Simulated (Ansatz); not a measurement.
Ideal-gas functions of CdH$_{5}$NOSi (`[NH2][Cd][O][SiH3]`) at 500 K and 1 bar, from an Ansatz frequency run at PBE0-D4/def2-TZVP.

Molar mass 175.54 g/mol, point group Cs (symmetry number 1), electronic degeneracy 1, moments of inertia 17.967, 416.039, 425.555 u Å². Harmonic wavenumbers (cm⁻¹, unscaled): 34, 49, 72, 140, 151, 429, 574, 644, 724, 731, 837, 953, 960, 996, 1012, 1562, 2167, 2177, 2208, 3520, 3612.

Use S(trans) = R[1.5 ln M + 2.5 ln T − 1.1517]; rotational temperatures θ = 24.2544 K / I; S(rot) = R[ln(√π/σ · √(T³/θAθBθC)) + 1.5]; for each mode x = 1.438777 ν̃/T, S = R[x/(eˣ − 1) − ln(1 − e⁻ˣ)] and H = RT x/(eˣ − 1); 1 cm⁻¹ = 0.0119627 kJ/mol; R = 8.31446 J/(mol·K).

**Question.** By hand: the entropy, in J/(mol·K).

**Answer.** Translation 184.1. Rotation: θ = 1.3499, 0.0583, 0.057 K, giving 117.2. Vibration, mode by mode: 27.64, 24.61, 21.42, 15.93, 15.31, 7.07, 5.03, 4.28, 3.57, 3.51, 2.76, 2.12, 2.09, 1.93, 1.86, 0.52, 0.12, 0.12, 0.11, 0.00, 0.00, in all 140.0. Electronic 0.0. Sum 441.3 J/(mol·K).

**Question.** By hand: H − E and G − E in kJ/mol, counted from the electronic energy.

**Answer.** Zero-point energy ½ × 23552 × 0.0119627 = 140.9; thermal vibration 30.2; translation, rotation and pV give 4 RT = 16.6. H − E = 187.7 kJ/mol, and G − E = 187.7 − 500 × 441.3/1000 = -32.9 kJ/mol.

Vibration gives 32 % of the entropy, 89.6 J/(mol·K) of it from the modes under 150 cm⁻¹: soft modes count most, and the harmonic formula is weakest for them. The sum counts one conformer and one mirror image; others add a mixing term.
